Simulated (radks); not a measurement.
Charge is removed step by step from the 5s down level of the cerium ion Ce3+, starting from [Kr] 4d10 4f1 5s(up 1, down 1) 5p6. Calculated with a radial shooting solver on a logarithmic mesh with Libxc functionals: scalar-relativistic Kohn-Sham, LDA (Slater exchange, Perdew-Wang correlation), spin-polarised, spherical densities, finite nucleus; open shells are filled with parallel spins first (spin-orbit coupling, left out, can overturn this in heavy ions); Fermi nuclear charge, rms radius 4.8771 fm.

| removed (e) | E - E(0) (eV) | eigenvalue (eV) | E minus straight line (eV) |
|---|---|---|---|
| 0 | 0.000 | -63.660 | 0.000 |
| 0.1 | 6.430 | -64.973 | -0.598 |
| 0.2 | 12.991 | -66.291 | -1.065 |
| 0.3 | 19.684 | -67.615 | -1.399 |
| 0.4 | 26.510 | -68.944 | -1.601 |
| 0.5 | 33.469 | -70.279 | -1.670 |
| 0.6 | 40.562 | -71.617 | -1.605 |
| 0.7 | 47.789 | -72.961 | -1.406 |
| 0.8 | 55.150 | -74.309 | -1.073 |
| 0.9 | 62.647 | -75.662 | -0.604 |
| 1 | 70.279 | -77.019 | 0.000 |

Removing the whole electron costs 70.279 eV by Delta-SCF, against 63.660 eV from minus the eigenvalue at the starting occupation. Slater's transition state (half an electron removed) gives 70.279 eV. Integrating minus the eigenvalue over the occupation (Janak's theorem) gives 70.299 eV. In this scalar-relativistic scheme the density is built from large components alone, so the theorem holds only approximately. The mean slope of the eigenvalue, de/dn, is 13.4 eV per electron.
